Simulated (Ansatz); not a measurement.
AlS, multiplicity 2 (the spin of the measured ground state), most abundant isotopes (26.9815 and 31.9721 u). Constants from fifth-degree fits in 1/R to seven points on the lowest solution found; no spin–orbit coupling, no relativity up to Kr; ω_e x_e and α_e move by some per cent with the fit.

Cores are frozen in the correlated methods. CBS(a, b) extrapolates the correlation energy as X⁻³ and adds the Hartree–Fock energy of set b.

Programs: Ansatz (Gaussian basis) for Hartree–Fock, density functionals and correlated methods. 

```csv
level,r_e (Å),ω_e (cm⁻¹),ω_e x_e (cm⁻¹),α_e (cm⁻¹)
PBE/def2-TZVPP,2.0495,600.5,2.95,0.00168
"CCSD(T)/CBS(aug-cc-pV(T+d)Z, aug-cc-pV(Q+d)Z)",2.0343,629.0,3.22,0.00161
```

D_e from total energies of the atoms and the molecule: 4.45 eV at PBE/def2-TZVPP.

Task: Derive the rotational constants, the centrifugal constant, the fundamental, the zero-point energy and the force constant, and test the Morse rule for the well depth.

Result: 
μ = 14.63279 u.
- PBE/def2-TZVPP: B_e = 16.8576/(μ r_e²) = 0.27428 cm⁻¹; B₀ = B_e − α_e/2 = 0.27344 cm⁻¹; D = 4B_e³/ω_e² = 2.29e-07 cm⁻¹; fundamental ω_e − 2ω_e x_e = 595 cm⁻¹; zero-point energy ω_e/2 − ω_e x_e/4 = 299 cm⁻¹; k = μ(2πcω_e)² = 311 N/m; a Morse well would hold ω_e²/(4ω_e x_e) = 3.78 eV against the computed D_e of 4.45 eV
- CCSD(T)/CBS(aug-cc-pV(T+d)Z, aug-cc-pV(Q+d)Z): B_e = 16.8576/(μ r_e²) = 0.27839 cm⁻¹; B₀ = B_e − α_e/2 = 0.27759 cm⁻¹; D = 4B_e³/ω_e² = 2.18e-07 cm⁻¹; fundamental ω_e − 2ω_e x_e = 623 cm⁻¹; zero-point energy ω_e/2 − ω_e x_e/4 = 314 cm⁻¹; k = μ(2πcω_e)² = 341 N/m

Measured for the ground state: r_e 2.029 Å [Huber and Herzberg (1979), NIST Chemistry WebBook]; ω_e 617.12 cm⁻¹ [Irikura, J. Phys. Chem. Ref. Data 36, 389 (2007)].

Ansatz is a program for electronic structure.
